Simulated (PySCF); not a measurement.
CdF₂, optimised at PBE0/def2-TZVP:

```xyz
3

Cd     0.0000     0.0000     0.0000
F      1.1259     1.1331    -1.0682
F     -1.1259    -1.1331     1.0682
```

Computed with PySCF and rigid-rotor harmonic-oscillator thermochemistry at 1 bar. All species are closed-shell singlets. Cd: scalar-relativistic def2 core potential, no spin-orbit coupling.

Q: List the harmonic frequencies (cm⁻¹, unscaled) at this level and at the other levels, each on its own geometry.

A: 
- PBE0/def2-TZVP: 142, 143, 542, 647
- PBE/def2-SVP: 142, 143, 546, 656
